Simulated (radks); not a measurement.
The strontium ion Sr2+ inside a hard spherical wall (all orbitals vanish at R), configuration held at [Kr] and not refilled when levels cross. Calculated with a radial shooting solver on a logarithmic mesh with Libxc functionals: scalar-relativistic Kohn-Sham, PBE, spin-unpolarised, spherical densities, finite nucleus; Fermi nuclear charge, rms radius 4.224 fm. Eigenvalues in eV, with the zero of energy where the potential of the charges vanishes at infinity; a dash marks a level that is unbound or too diffuse for the functional's potential to be trusted. A positive occupied level is held by the wall or, in an anion where self-interaction has pushed it up, behind a barrier. The pressure on the wall is -dE/dV.

R (bohr)  E (hartree)  kinetic (hartree)    e(3p)    e(3d)    e(4s)    e(4p)  e(5s, empty)  e(4d, empty)  pressure (GPa)
free      -3178.84053           3259.811  -270.21  -142.07  -54.724  -36.517       -13.595       -13.290               0
15        -3178.84053           3259.811  -270.21  -142.07  -54.724  -36.517       -13.595       -13.290        < 0.0001
12        -3178.84053           3259.811  -270.21  -142.07  -54.724  -36.517       -13.595       -13.290        < 0.0001
7         -3178.84052           3259.811  -270.21  -142.07  -54.723  -36.517       -13.404       -13.255        0.000990
6         -3178.84040           3259.813  -270.21  -142.06  -54.718  -36.511       -12.884       -13.142          0.0240
3         -3178.39671           3262.800  -264.20  -136.09  -50.262  -31.332        20.847        -2.552             298
2.5       -3177.22689           3268.671  -255.48  -127.44  -42.840  -22.432        58.619        10.674            1570
